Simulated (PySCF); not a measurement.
From one molecule to another.

First species: C₆H₇FO₂.
InChI=1S/C6H7FO2/c1-5(4-9-2)6(7)3-8/h4H,1-2H3/b5-4+

Second species: C5H4Cl3F.
SMILES: `F[C@]1(C(Cl)(Cl)Cl)[C@@H]2C[C@@H]21`

Levels: wB97X-D/def2-SVPD for dipole moment, HOMO energy, LUMO energy, HOMO–LUMO gap, static isotropic polarisability and electronic spatial extent ⟨r²⟩ about the centre of nuclear charge; TDDFT wB97X-D/def2-SVPD for lowest singlet excitation; TDA wB97X-D/def2-SVPD for lowest triplet excitation (Tamm–Dancoff); GFN2-xTB for rotational constant A and rotational constant C. Geometries: GFN2-xTB. Each species is one conformer at its optimised geometry, gas phase, non-relativistic unless stated; the electronic structure was computed with PySCF and density fitting.

Dipoles, sizes and rotational constants follow the conformer. The torsions of the flexible species, by atom-mapped SMILES:
- `[CH3:1][O:2]/[CH:3]=[C:4](\[CH3:5])[C:6]([F:7])=[C:8]=[O:9]`: C1–O2–C3–C4 -178°, C3–C4–C6–F7 1°
- `[F:1][C@:2]1([C:3]([Cl:4])([Cl:5])[Cl:6])[C@@H:7]2[CH2:8][C@H:9]12`: F1–C2–C3–Cl4 180°

| property | column X | column Y |
| --- | --- | --- |
| dipole moment | 2.88 D | 2.46 D |
| HOMO energy | -10.28 eV | -7.52 eV |
| LUMO energy | 0.90 eV | -0.19 eV |
| HOMO–LUMO gap | 11.18 eV | 7.33 eV |
| lowest singlet excitation | 6.56 eV | 2.16 eV |
| lowest triplet excitation (Tamm–Dancoff) | 5.95 eV | 1.78 eV |
| static isotropic polarisability | 93.4 au | 87.0 au |
| electronic spatial extent ⟨r²⟩ about the centre of nuclear charge | 1612 bohr² | 1565 bohr² |
| rotational constant A | 1.363 GHz | 3.624 GHz |
| rotational constant C | 0.810 GHz | 0.681 GHz |

Question: Which column belongs to which species?

Answer: Column X is the second species and column Y the first. The first has 16 atoms and 68 electrons, the second 13 and 94.

Question: How does each property change from the first species to the second?

Answer: dipole moment +0.42 D; HOMO energy -2.76 eV; LUMO energy +1.09 eV; HOMO–LUMO gap +3.85 eV; lowest singlet excitation +4.40 eV; lowest triplet excitation (Tamm–Dancoff) +4.17 eV; static isotropic polarisability +6.4 au; electronic spatial extent ⟨r²⟩ about the centre of nuclear charge +47 bohr²; rotational constant A -2.261 GHz; rotational constant C +0.129 GHz.

On the first: 1 of the 8 computed singlets lies in the visible range (750 to 380 nm, 1.65 to 3.26 eV), with an oscillator strength of 0.000. The vertical singlet–triplet gap S1 − T1 is 0.38 eV (TDDFT singlet less Tamm–Dancoff triplet; S1: HOMO→LUMO, weight 0.88; T1: HOMO→LUMO, weight 0.85).

On the second: In wavenumbers S1 is 52900 cm⁻¹ (1 eV = 8065.54 cm⁻¹). No computed singlet falls in the visible range (750 to 380 nm, 1.65 to 3.26 eV); S1 lies 3.30 eV above its blue end.
